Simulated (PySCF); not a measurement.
SMILES C[SiH2]S[Si](C)(C)O, GFN2-xTB optimised geometry.

```
19

Si    -0.16    -2.32    -1.67
C     -0.89    -3.29    -3.11
S     -1.04    -0.37    -1.76
Si    -0.22     0.61     0.00
C      1.68     0.61     0.00
C     -0.99     2.34     0.00
O     -0.61    -0.27     1.32
H     -0.49    -2.93    -0.38
H      1.29    -2.19    -1.80
H     -0.67    -2.82    -4.06
H     -1.97    -3.37    -3.03
H     -0.49    -4.30    -3.14
H      2.06     1.25     0.78
H      2.06    -0.39     0.17
H      2.07     0.96    -0.95
H     -0.63     2.93    -0.83
H     -0.75     2.87     0.92
H     -2.07     2.29    -0.08
H     -1.52    -0.45     1.54
```

Density from CAM-B3LYP/def2-SVP (PySCF) at that geometry.

Minimum of the electron density along straight lines between bonded atoms, close to the bond critical point (lines longer than 1.1 times the sum of covalent radii, or with two minima, are not listed):

| bond | length / Å | ρ at the minimum / e bohr⁻³ | ∇²ρ there / e bohr⁻⁵ | position (fraction from the first atom) |
|---|---|---|---|---|
| Si1–C2 | 1.889 | 0.115 | 0.32 | 0.38 |
| Si1–S3 | 2.142 | 0.092 | 0.17 | 0.36 |
| S3–Si4 | 2.176 | 0.088 | 0.14 | 0.65 |
| Si4–C5 | 1.893 | 0.116 | 0.32 | 0.38 |
| Si4–C6 | 1.896 | 0.115 | 0.31 | 0.38 |
| Si4–O7 | 1.631 | 0.128 | 1.05 | 0.41 |
| Si1–H8 | 1.462 | 0.119 | 0.34 | 0.49 |
| Si1–H9 | 1.462 | 0.119 | 0.34 | 0.49 |
| C2–H10 | 1.086 | 0.273 | -1.00 | 0.63 |
| C2–H11 | 1.086 | 0.273 | -0.99 | 0.63 |
| C2–H12 | 1.085 | 0.273 | -0.99 | 0.63 |
| C5–H13 | 1.085 | 0.273 | -0.99 | 0.63 |
| C5–H14 | 1.085 | 0.273 | -1.00 | 0.63 |
| C5–H15 | 1.085 | 0.273 | -0.99 | 0.63 |
| C6–H16 | 1.084 | 0.273 | -0.99 | 0.63 |
| C6–H17 | 1.086 | 0.272 | -0.99 | 0.63 |
| C6–H18 | 1.086 | 0.272 | -0.98 | 0.63 |
| O7–H19 | 0.955 | 0.353 | -2.47 | 0.82 |
